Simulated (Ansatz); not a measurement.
Reaction (atomization): `C[SiH2][SiH2]Cl` → C• + Cl• + 7 H• + 2 Si•

Program: Ansatz. Geometries: PBE0-D4/def2-TZVP. ΔE: electronic, gas phase. CCSD(T)/CBS is extrapolated from def2-TZVPP and def2-QZVPP, frozen cores. DFT in def2-TZVPP. HSE06 is defined as in plane-wave codes. No spin–orbit coupling; open shells (•) take unrestricted orbitals. Spin–orbit coupling would lower the free atoms: a little for C, Cl, Si. One conformer a species, not always the lowest.

`C[SiH2][SiH2]Cl`:

Cartesian coordinates in Å:
```
C -1.061 1.346 0.143
Si 0.466 0.538 -0.579
Si 0.774 -1.590 0.342
Cl -0.983 -2.657 0.084
H -0.955 1.487 1.221
H -1.940 0.721 -0.033
H -1.235 2.322 -0.315
H 1.686 1.349 -0.302
H 0.340 0.386 -2.055
H 1.864 -2.359 -0.311
H 1.043 -1.541 1.804
```

```
             level  ΔE (kJ/mol)  difference from CCSD(T)/CBS
         revPBE-D4       3512.6                        -68.3
      CAM-B3LYP-D4       3575.7                         -5.2
           ωB97X-V       3599.5                         18.6
           ωB97M-V       3581.1                          0.2
              PBE0       3535.3                        -45.6
           r2SCANh       3564.8                        -16.1
             HSE06       3538.0                        -42.9
      MP2/def2-SVP       3339.3                       -241.6
     CCSD/def2-SVP       3324.6                       -256.3
     HF/def2-TZVPP       2748.1                       -832.8
SCS-MP2/def2-TZVPP       3506.4                        -74.5
   CCSD/def2-TZVPP       3453.7                       -127.2
   CCSD/def2-QZVPP       3505.1                        -75.8
   MP2/cc-pV(T+d)Z       3482.4                        -98.5
      CCSD/CBS(cc)       3543.0                        -37.9
   CCSD(T)/CBS(cc)       3583.5                          2.6
       CCSD(T)/CBS       3580.9                            0
```

Largest T1 diagnostic among the species: 0.012.

From BLYP to BHLYP (50 % exact exchange), in def2-TZVPP and without D4, ΔE moves by +22.2 kJ/mol. Leaving LDA and LC-ωPBE aside and taking each functional with its dispersion term where it has one, the values, not all of them listed here, spread over 87.7 kJ/mol, from revPBE-D4 to B97M-V. LDA lies +415.6 kJ/mol from PBE without D4, its usual overbinding. In def2-TZVPP, CCSD(T) changes the Hartree–Fock value by +740.8 kJ/mol (the triples alone add +35.2 kJ/mol) and MP2 by +741.3 kJ/mol; breaking electron pairs costs correlation energy, which Hartree–Fock lacks.

CCSD(T)/CBS has its own doubt, a few kJ/mol and more with outer-core shells, so smaller differences from it don't rank the levels.
